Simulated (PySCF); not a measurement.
Se(F)(Me) (CH3FSe), SMILES C[Se]F.

Geometry optimised at PBE0-D3(BJ)/def2-TZVP.

These are ωB97X/def2-TZVPD run with PySCF values and carry that method's errors.

The molecule is in vacuum.

**Question.** Estimate the frontier levels, gap, dipole moment and polarisability. (The exact figures need the calculation; the answer reports its results.)

**Answer.** 
The highest occupied level comes out as -8.93 eV. The lowest empty level comes out as 0.50 eV, the orbital gap is 9.43 eV and the dipole moment is 2.51 D. The quadrupole, principal values (traceless, Buckingham form, about the centre of nuclear charge) is -2.17, -1.66, 3.83 D·Å and the mean static polarisability is 42.3 bohr³ (6.27 Å³). The polarisability, principal values is 37.9, 40.1, 48.9 bohr³.
